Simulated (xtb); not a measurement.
ClTl, charge -1, doublet, geometry from GFN2-xTB (such geometries of metal compounds can be far from the true shape) (a state made from the parent by changing its charge; the spin is typed, not shown lowest); GFN2-xTB in xtb 6.7.1.

Here is a job for xtb.
```
$ xtb mol.xyz --gfn 2 --chrg -1 --uhf 1 --acc 0.1 --json

# file mol.xyz
2

Tl    -0.00000000    -0.00000000    -0.47641043
Cl     0.00000000     0.00000000     2.26995558
```

### Question
Predict the main parts of the log of this xtb run.

### Answer

```
   ID    Z sym.   atoms
    1   81 Tl     1
    2   17 Cl     2

           -------------------------------------------------
          |                Calculation Setup                |
           -------------------------------------------------

           -------------------------------------------------
          |                 G F N 2 - x T B                 |
           -------------------------------------------------

          ...................................................
          :                      SETUP                      :
          :.................................................:
          :  # basis functions                  14          :
          :  # atomic orbitals                  13          :
          :  # shells                            5          :
          :  # electrons                        11          :
          :  max. iterations                   250          :
          :  Hamiltonian                  GFN2-xTB          :
          :  restarted?                      false          :
          :  GBSA solvation                  false          :
          :  PC potential                    false          :
          :  electronic temp.          300.0000000     K    :
          :  accuracy                    0.1000000          :
          :  -> integral cutoff          0.3500000E+02      :
          :  -> integral neglect         0.1000000E-08      :
          :  -> SCF convergence          0.1000000E-06 Eh   :
          :  -> wf. convergence          0.1000000E-04 e    :
          :  Broyden damping             0.4000000          :
          :  net charge                         -1          :
          :  unpaired electrons                  1          :
          ...................................................

 iter      E             dE          RMSdq      gap      omega  full diag
   1     -6.2793189 -0.627932E+01  0.112E+01    0.00       0.0  T
   2     -6.2802977 -0.978884E-03  0.563E+00    0.00       1.0  T
   3     -6.2808489 -0.551139E-03  0.828E-01    0.00       1.0  T
   4     -6.2810537 -0.204862E-03  0.448E-01    0.00       1.0  T
   5     -6.2811318 -0.780185E-04  0.229E-01    0.00       1.0  T
   6     -6.2811612 -0.294131E-04  0.310E-02    0.00       2.3  T
   7     -6.2811611  0.270805E-07  0.149E-02    0.00       4.7  T
   8     -6.2811612 -0.290435E-07  0.618E-04    0.00     114.5  T
   9     -6.2811612  0.633005E-11  0.430E-04    0.00     164.6  T
  10     -6.2811612 -0.151745E-10  0.455E-06    0.00   15529.0  T
  11     -6.2811612 -0.266454E-14  0.313E-07    0.00  100000.0  T

   *** convergence criteria satisfied after 11 iterations ***

         :::::::::::::::::::::::::::::::::::::::::::::::::::::
         ::                     SUMMARY                     ::
         :::::::::::::::::::::::::::::::::::::::::::::::::::::
         :: total energy              -6.281156544717 Eh    ::
         :: gradient norm              0.000000051245 Eh/a0 ::
         :: HOMO-LUMO gap              0.000000000032 eV    ::
         ::.................................................::
         :: SCC energy                -6.281161174556 Eh    ::
         :: -> isotropic ES            0.110122805438 Eh    ::
         :: -> anisotropic ES         -0.003504175193 Eh    ::
         :: -> anisotropic XC         -0.003516570535 Eh    ::
         :: -> dispersion             -0.000968965311 Eh    ::
         :: repulsion energy           0.000004629839 Eh    ::
         :: add. restraining           0.000000000000 Eh    ::
         :: total charge              -1.000000000000 e     ::
         :::::::::::::::::::::::::::::::::::::::::::::::::::::

           -------------------------------------------------
          |                Property Printout                |
           -------------------------------------------------

    * Orbital Energies and Occupations

         #    Occupation            Energy/Eh            Energy/eV
      -------------------------------------------------------------
         1        2.0000           -0.8403236             -22.8664
         2        2.0000           -0.4313628             -11.7380
         3        2.0000           -0.2251187              -6.1258
         4        2.0000           -0.2152545              -5.8574
         5        2.0000           -0.2152545              -5.8574
         6        0.5000           -0.0238284              -0.6484 (HOMO)
         7        0.5000           -0.0238284              -0.6484 (LUMO)
         8                          0.1772084               4.8221
         9                          0.2731933               7.4340
        10                          0.2731933               7.4340
        11                          0.2754439               7.4952
        12                          0.2754439               7.4952
        13                          0.2896162               7.8809
      -------------------------------------------------------------
                  HL-Gap            0.0000000 Eh            0.0000 eV
             Fermi-level           -0.0716849 Eh           -1.9506 eV

     #   Z          covCN         q      C6AA      α(0)
     1  81 Tl       0.661    -0.384   684.052    68.540
     2  17 Cl       0.661    -0.616   119.409    16.711

 Mol. C6AA /au·bohr⁶  :       1327.894398
 Mol. C8AA /au·bohr⁸  :     175517.573182
 Mol. α(0) /au        :         85.250444

Wiberg/Mayer (AO) data.
largest (>0.10) Wiberg bond orders for each atom

 ---------------------------------------------------------------------------
     #   Z sym  total        # sym  WBO       # sym  WBO       # sym  WBO
 ---------------------------------------------------------------------------
     1  81 Tl   0.651 --     2 Cl   0.651
     2  17 Cl   0.651 --     1 Tl   0.651
 ---------------------------------------------------------------------------

Topologies differ in total number of bonds
Writing topology from bond orders to xtbtopo.mol

molecular dipole:
                 x           y           z       tot (Debye)
 q only:        0.000       0.000      -2.297
   full:       -0.000       0.000      -2.600       6.609
molecular quadrupole (traceless):
                xx          xy          yy          xz          yz          zz
 q only:        5.824       0.000       5.824       0.000       0.000     -11.648
  q+dip:        7.470       0.000       7.470       0.000      -0.000     -14.940
   full:        6.979      -0.000       6.979       0.000      -0.000     -13.959

           -------------------------------------------------
          | TOTAL ENERGY               -6.281156544717 Eh   |
          | GRADIENT NORM               0.000000051245 Eh/α |
          | HOMO-LUMO GAP               0.000000000032 eV   |
           -------------------------------------------------

normal termination of xtb
```
